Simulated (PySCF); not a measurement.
## Cs (caesium, neutral) across methods

[Xe] 6s1, 2S determinant. Calculation: PySCF 2.14, in x2c-TZVPPall (11s7p6d2f1g, 85 functions); the spin-free X2C one-electron Hamiltonian (Gaussian nucleus).

```
 method  E (hartree)  mean ε 5p α (eV)  mean ε 5p β (eV)  mean ε 6s α (eV)  Σ⟨r²⟩ (bohr²)   ⟨S²⟩
  B97-3     -7785.68           -15.090           -15.062            -2.572          88.44  0.750
    PBE     -7785.67           -13.515           -13.427            -2.253          87.31  0.750
   PBE0     -7785.75           -15.026           -14.948            -2.651          88.10  0.750
 r2SCAN     -7786.10           -14.026           -13.984            -2.327          88.68  0.751
wB97X-V     -7785.80           -17.505           -17.467            -3.686          89.17  0.750
    UHF  -7783.06492           -18.537           -18.497            -3.492          92.99  0.751
   PW91     -7786.71           -13.548           -13.460            -2.283          86.94  0.750
    LDA     -7779.24           -13.601           -13.530            -2.385          85.88  0.750
```

Spin-orbit coupling, which splits the p, d and f shells strongly at this Z, is absent.
